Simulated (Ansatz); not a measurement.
`CB(N)N` and `CB(N)[TeH]` differ in one atom or group.

Ansatz, PBE0-D4/def2-TZVP geometries, multiplicity 1. Each molecule was computed in one conformer, which needn't be the lowest.

Elements past krypton have def2 core potentials.

| property | `CB(N)N` |
| --- | --- |
| LUMO energy (ωB97M-V/def2-TZVPP) / eV | 2.14 |
| HOMO energy (PBE/def2-TZVPP) / eV | -5.35 |
| HOMO–LUMO gap (PBE/def2-TZVPP) / eV | 5.45 |
| HOMO–LUMO gap (B3LYP/def2-TZVPP) / eV | 7.03 |
| HOMO–LUMO gap (PBE0/def2-TZVPP) / eV | 7.62 |
| HOMO energy (B3LYP/def2-TZVPP) / eV | -6.52 |

Question: Give the same properties after the change, and the shifts. (Best estimate.)

Answer: The calculation gave: 
| property | `CB(N)[TeH]` | shift |
| --- | --- | --- |
| LUMO energy (ωB97M-V/def2-TZVPP) / eV | 1.61 | -0.53 |
| HOMO energy (PBE/def2-TZVPP) / eV | -5.13 | 0.22 |
| HOMO–LUMO gap (PBE/def2-TZVPP) / eV | 4.18 | -1.27 |
| HOMO–LUMO gap (B3LYP/def2-TZVPP) / eV | 5.55 | -1.48 |
| HOMO–LUMO gap (PBE0/def2-TZVPP) / eV | 6.02 | -1.60 |
| HOMO energy (B3LYP/def2-TZVPP) / eV | -5.93 | 0.59 |

With PBE0 the HOMO rises by 0.61 eV and the LUMO falls by 0.99 eV, so the gap narrows by about 1.60 eV. PBE moves the HOMO by 0.22 eV and ωB97M-V by 0.92 eV.

B3LYP here is the variant with VWN-RPA as its local correlation; programs differ in this.
